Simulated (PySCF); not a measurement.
NICS in rings of unrelated molecules.

NICS = −σ at a ghost point: NICS(0) at the centroid of the ring atoms, NICS(1) 1 Å to either side along the normal of their mean plane, zz for the tensor component along that normal. Level: GIAO PBE0/pcSseg-1 (PySCF, non-relativistic, gas phase) on the GFN2-xTB geometries, one conformer each. Atom numbers follow the mapped SMILES.

Question: Order these rings by mean NICS(1)zz, lowest (most negative) first (ppm).
A. ring C2–P3–C4–C5–C7 in `[CH3:1][c:2]1[pH:3][cH:4][c:5]([SiH3:6])[c:7]1[CH3:8]`
B. ring C4–C5–Si6 in `[CH3:1][CH2:2][S:3][C@@H:4]1[CH2:5][Si@H:6]1[C:7](=[O:8])[OH:9]`
C. ring C6–C7–C8 in `[CH3:1][Si@@H:2]([PH2:3])[C:4]#[C:5][CH:6]1[CH2:7][CH2:8]1`
D. ring C3–C4–Si7–C8 in `[SiH3:1][CH2:2][C:3]1=[C:4]([S:5][SiH3:6])[SiH2:7][CH2:8]1`
E. ring C5–C6–C7 in `[Cl:1][SiH2:2][S:3][CH2:4][CH:5]1[CH:6]=[CH:7]1`
F. ring P3–C4–C5–C6–C8–C9 in `[CH3:1][SiH2:2][P:3]1[CH:4]=[CH:5][CH:6]([CH3:7])[CH:8]=[CH:9]1`
G. ring C5–C6–C7–C8–C10–C11 in `[O:1]=[P@@:2]([O-:3])([OH:4])[c:5]1[cH:6][cH:7][c:8]([F:9])[cH:10][cH:11]1` (charge -1)

Answer: G (-27.3), C (-23.0), B (-17.6), E (-14.9), A (-10.8), F (-4.5), D (3.0).

| SMILES | ring | NICS(0) | NICS(1) | NICS(1)zz | HOMA | rms pucker (Å) | ring atoms with four or more neighbours |
| --- | --- | --- | --- | --- | --- | --- | --- |
| O=[P@@]([O-])(O)c1ccc(F)cc1 | 6-membered carbocycle; formal bonds all aromatic | -10.3 | -11.5 | -27.3 | 0.99 | 0.00 | 0 |
| C[Si@@H](P)C#CC1CC1 | 3-membered carbocycle; formal bonds all single | -43.8 | -8.6 | -23.0 | – | 0.00 | 3 |
| CCS[C@@H]1C[Si@H]1C(=O)O | 3-membered ring with Si; formal bonds all single | -27.5 | -7.9 | -17.6 | – | 0.00 | 3 |
| Cl[SiH2]SCC1C=C1 | 3-membered carbocycle; formal bonds 1 double, 2 single | -29.4 | -7.3 | -14.9 | – | 0.00 | 1 |
| Cc1[pH]cc([SiH3])c1C | 5-membered ring with P; bonds drawn aromatic by RDKit's count | -3.3 | -5.9 | -10.8 | 0.06 | 0.04 | 0 |
| C[SiH2]P1C=CC(C)C=C1 | 6-membered ring with P; formal bonds 2 double, 4 single | -2.2 | -3.2 | -4.5 | – | 0.20 | 1 |
| [SiH3]CC1=C(S[SiH3])[SiH2]C1 | 4-membered ring with Si; formal bonds 1 double, 3 single | -1.5 | -2.9 | 3.0 | – | 0.00 | 2 |

NICS(0) gives another order. The isotropic NICS(1) gives the same order. HOMA uses Krygowski's 1993 parameters; it is left out where a ring has a four-coordinate atom, a triple bond, no multiple bond or a kind of bond without parameters. NICS(1) and NICS(1)zz are means over the two faces.
